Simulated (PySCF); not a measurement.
## Structure from NMR data

Molecular formula: CH$_{9}$FSi$_{4}$. Simulated spectra:

¹H NMR (600 MHz, computed): δ 6.85 (m, 1H), 5.12 (m, 1H), 4.34 (m, 1H), 4.15 (m, 1H), 4.06 (m, 1H), 3.86 (m, 1H), 0.25 (d, 3H).

¹³C{¹H} NMR (computed): δ -8.3.

Computed data (PySCF): shieldings: GIAO PBE0/pcSseg-1, GFN2-xTB structure. No solvent model, one computed conformer, relativity neglected, equivalent nuclei averaged.

Scale: ¹H, ¹³C vs TMS (reference shieldings calculated alike).

What is the structure?

Results:


The formula gives 1 degree of unsaturation (1 ring in the answer). Carbon types of the structure: 1 × CH3, leaving 6 H on heteroatoms. δC -8.3: methyl carbon bonded to Si; an electropositive neighbour leaves it electron-rich and shielded. δH 6.85: hydrogen on a silicon bonded to F, 2 Si, in a 4-membered ring. δH 5.12: hydrogen on a silicon bonded to C, 2 Si, in a 4-membered ring. δH 4.34, 4.15, 4.06, 3.86: hydrogen on a silicon bonded to 2 Si, in a 4-membered ring. δH 0.25: hydrogen on a methyl carbon bonded to Si; an electropositive neighbour shields it, as in TMS itself.

The compound is `[SiH2]1[Si@@H](C)[Si@H](F)[SiH2]1`.

This is the structure that produced the data.

Splittings by ¹⁹F in the carbon and heteronuclear signals aren't shown, as no couplings were computed. Shifts are as computed. Against solution values, carbons near 30 ppm lie about +3 ppm off and those near 130 ppm about +5 ppm. Of 1211 compounds with measured shifts, 218 miss one by over three times the rms of a fit or turn the order of signals round; such compounds aren't used in these exercises. Multiplicities follow the n + 1 count of equivalent neighbours, as no J values were calculated; m marks all less simple cases, F and P coupling included.
